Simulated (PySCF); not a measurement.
C₆ coefficients of unlike pairs at PBE

Calculated with PySCF 2.14 from the dipole response of each species, C₆(A,B) = (3/π) ∫ α_A(iu) α_B(iu) du, in atomic units, from isotropic polarisabilities. For ions this is the dispersion term alone; charge-induced terms of lower order in 1/R come first.

```json
{"species": "Ne⁺", "configuration": "[He] 2s2 2p5 (2P)", "basis": "aug-cc-pVDZ (4s3p2d)", "relativity": "none", "α (bohr³)": "1.232", "C₆ (like pair)": "2.177"}
{"species": "Fe³⁺", "configuration": "[Ar] 3d5 (6S)", "basis": "x2c-TZVPPall with one added diffuse shell each of s, p, d, f type (7s6p5d3f1g)", "relativity": "spin-free X2C", "α (bohr³)": "1.936", "C₆ (like pair)": "4.685"}
{"species": "N²⁺", "configuration": "[He] 2s2 2p1 (2P)", "basis": "aug-cc-pVDZ-DK (4s3p2d)", "relativity": "spin-free X2C", "α (bohr³)": "2.593", "C₆ (like pair)": "3.662"}
{"species": "O", "configuration": "[He] 2s2 2p4 (3P)", "basis": "aug-cc-pwCVQZ (9s8p6d4f2g)", "relativity": "none", "α (bohr³)": "5.770", "C₆ (like pair)": "17.68"}
```

Estimate C₆ for N²⁺ with Fe³⁺.

The integral gives 3.831. The combination rule 2 C_A C_B / (C_A α_B/α_A + C_B α_A/α_B) gives 3.808 and the geometric mean 4.142.

No spin-orbit coupling is included.

The other pairs:

```csv
pair,C₆
"N²⁺, Ne⁺",2.578
"O, Fe³⁺",8.409
"Fe³⁺, Ne⁺",3.189
"O, Ne⁺",5.657
"O, N²⁺",8.044
```
